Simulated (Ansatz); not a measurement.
Start from `C=[C](N)[GaH][CH3]` and change one atom or group to get `C=C(N)NC`.

Ansatz, PBE0-D4/def2-TZVP geometries, multiplicity 1. Each molecule was computed in one conformer, which needn't be the lowest.

Scalar relativity is left out up to krypton.

```tsv
property	`C=[C](N)[GaH][CH3]`
HOMO energy (PBE0/def2-TZVPP) / eV	-5.97
HOMO energy (B3LYP/def2-TZVPP) / eV	-5.77
size of the dipole moment (B3LYP/def2-TZVPP) / D	0.92
size of the dipole moment (ωB97M-V/def2-TZVPP) / D	0.91
HOMO–LUMO gap (B3LYP/def2-TZVPP) / eV	4.27
LUMO energy (ωB97M-V/def2-TZVPP) / eV	0.47
```

(1) Give the same properties after the change, and the shifts. (Best estimate.)

## Answers

(1) Computed: 
```tsv
property	`C=C(N)NC`	shift
HOMO energy (PBE0/def2-TZVPP) / eV	-5.62	0.35
HOMO energy (B3LYP/def2-TZVPP) / eV	-5.43	0.34
size of the dipole moment (B3LYP/def2-TZVPP) / D	1.03	0.11
size of the dipole moment (ωB97M-V/def2-TZVPP) / D	1.02	0.11
HOMO–LUMO gap (B3LYP/def2-TZVPP) / eV	6.05	1.78
LUMO energy (ωB97M-V/def2-TZVPP) / eV	2.43	1.96
```

With PBE0 the HOMO rises by 0.35 eV and the LUMO rises by 2.20 eV, so the gap widens by about 1.85 eV. PBE moves the HOMO by 0.39 eV and ωB97M-V by 0.33 eV. Dipoles are sizes alone; their direction can turn.

B3LYP here is the variant with VWN-RPA as its local correlation; programs differ in this.
